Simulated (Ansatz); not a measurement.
BGeH6N, SMILES `B[NH][GeH3]`. Charge 0, multiplicity 1. The geometry is a stationary point of PBE0-D4/def2-TZVP.

```xyz
9

B    -0.124    1.174   -1.067
N     0.192   -0.119   -0.658
Ge    0.008   -0.801    1.055
H    -0.560    1.951   -0.265
H     0.045    1.490   -2.211
H     0.558   -0.756   -1.350
H    -0.946   -2.007    1.016
H    -0.556    0.332    1.915
H     1.384   -1.263    1.564
```

**Question.** What is the dipole moment at ωB97M-V/def2-TZVPP? (Best estimate.)

**Answer.** Ansatz gave: 1.76 D, with components (0.41, -1.64, 0.48) D in this frame, pointing from negative to positive charge.

**Question.** And with PBE, r2SCAN, B3LYP? (An estimate is asked.)

**Answer.** Computed: PBE 1.81 D, r2SCAN 1.76 D, B3LYP 1.73 D.

**Question.** Give the Mulliken charges with ωB97M-V, PBE, B3LYP in def2-TZVPP. (Estimate.)

**Answer.** Computed: 
```csv
atom,ωB97M-V,PBE,B3LYP
B1,-0.14,-0.11,-0.11
N2,-0.28,-0.19,-0.24
Ge3,0.18,0.19,0.22
H4,0.04,-0.01,0.00
H5,0.04,-0.01,0.00
H6,0.12,0.15,0.14
H7,0.01,-0.01,-0.01
H8,0.03,0.01,0.01
H9,0.01,-0.01,-0.01
```

B3LYP here is the variant with VWN-RPA as its local correlation; programs differ in this.
